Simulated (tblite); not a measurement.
Compound: C3H7Si2 (doublet state).
SMILES: `[SiH3][C@H]1C=C[SiH]1`

The geometry is computed with GFN2-xTB (gas phase). This method treats the open shell by occupation alone, without spin polarisation.

Take the most abundant isotopes and a rigid rotor. 

**Question.** What are A, B and C (cm⁻¹)?

**Answer.** Ia = 85.27, Ib = 224.93, Ic = 277.73 u·Å²; 505379 MHz·u·Å²/I gives 5927, 2247 and 1820 MHz, that is A = 0.19770, B = 0.07495, C = 0.06070 cm⁻¹.

**Question.** What kind of rotor is it?

**Answer.** An asymmetric top: κ = (2 × 2247 − 5927 − 1820)/(5927 − 1820) = -0.79.

**Question.** What does the inertial defect say?

**Answer.** Not planar: Δ = Ic − Ia − Ib = -32.47 u·Å². For a rigid frame Δ = −2 Σ m c², so Σ m c² = 16.24 u·Å² lies off the ab plane: 7.67 from hydrogen and 8.57 from heavier atoms. The atom farthest from that plane is 1.75 Å away.

**Question.** Estimate the classical rotational partition function at 100 K, 200 K and 298.15 K.

**Answer.** Point group C1, symmetry number σ = 1; q = (√π/σ)·√((kT/h)³/(ABC)), k/h = 20836.6 MHz/K: 34200 at 100 K, 96900 at 200 K, 176000 at 298.15 K.

For this open shell read J as N, the rotation without spin; fine and hyperfine splittings come on top. Its GFN2-xTB frequencies are all real (lowest 108 cm⁻¹). No vibrational averaging or centrifugal distortion is included, and the geometry carries the error of its method.

On one thread of an Arm Neoverse V1, no GPU, on a shared host, this took 0.44 s wall. That covers the optimisation of the geometry.
